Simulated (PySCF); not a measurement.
**Correlation energy of B (boron, neutral)**

[He] 2s2 3d1, 2D determinant (an excited configuration). All numbers are calculated (PySCF 2.14, scalar relativity by spin-free X2C-1e, in aug-cc-pVQZ-DK). Frozen: 1s2; 3 electrons correlated.

MP2 pair energies summed by pair of shells (mhartree):

```
 pair  energy  share (%)
2s-2s  -37.92       87.1
2s-3d   -5.62       12.9
```

Total MP2 correlation energy: -43.54 mhartree.

Same-spin part -2.11 and opposite-spin part -41.43 mhartree; SCS-MP2 scales them by 1/3 and 6/5 to -50.42 mhartree.
